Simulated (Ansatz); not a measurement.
Geometry optimisation, Ansatz 0.2.0, RKS B3LYP-D4/STO-3G.

Input file:

```yaml
crystal:
  periodic: [false, false, false]
  atoms:
    - { symbol: F, position_ang: [-1.6621, 0.336, 1.673] }
    - { symbol: Si, position_ang: [-0.3953, 0.9579, 0.9529] }
    - { symbol: C, position_ang: [-0.2156, 0.0763, -0.6898] }
    - { symbol: C, position_ang: [0.6526, -1.2118, -0.7241] }
    - { symbol: O, position_ang: [1.1433, -0.0086, -1.2414] }
    - { symbol: H, position_ang: [-0.5689, 2.4369, 0.7497] }
    - { symbol: H, position_ang: [0.7913, 0.7224, 1.8596] }
    - { symbol: H, position_ang: [-0.9649, 0.2275, -1.3739] }
    - { symbol: H, position_ang: [1.89169, 0.02018, -1.88884] }
    - { symbol: H, position_ang: [1.0196, -1.6364, 0.2028] }
basis:
  gaussian: { orbitals: STO-3G }
hamiltonian:
  xc: b3lyp
  dispersion: d4
relax:
  f_tol: 0.02
  max_steps: 50
output:
  orbitals: {}
```

Launched with:

```bash
$ ansatz run input.yaml --threads 1 --pin off --max-ram 2048MiB --backend cpu --events-out ev --progress --plain --runs-dir out
```

**Question.** Where does it end, and by what steps?

**Answer.** The run converged. Limits of this set-up: minimal basis. After 9 steps the energy has fallen by 3.189 eV; H9 moved furthest, 0.52 Å.

| step | energy less start (eV) | largest force component (eV/Å) | accepted |
| --- | --- | --- | --- |
| 0 | 0.0000 | 5.413 | yes |
| 1 | -1.7613 | 3.902 | yes |
| 2 | -2.6579 | 2.174 | yes |
| 3 | -2.9858 | 2.517 | yes |
| 4 | -3.1302 | 1.922 | yes |
| 5 | -3.1153 | 0.700 | no |
| 6 | -3.1842 | 0.163 | yes |
| 7 | -3.1188 | 1.056 | no |
| 8 | -3.1886 | 0.054 | yes |
| 9 | -3.1888 | 0.018 | yes |

```xyz
10
Properties=species:S:1:pos:R:3
F -1.741 0.353 1.689
Si -0.381 0.952 0.984
C -0.072 0.010 -0.634
C 0.584 -1.409 -0.795
O 1.417 0.028 -1.026
H -0.559 2.371 0.727
H 0.767 0.753 1.847
H -0.690 0.344 -1.492
H 1.402 0.104 -2.049
H 0.965 -1.586 0.269
```

The run took 22 s on 1 thread of Arm Neoverse V2, on a shared host, peak memory 0.14 GiB.
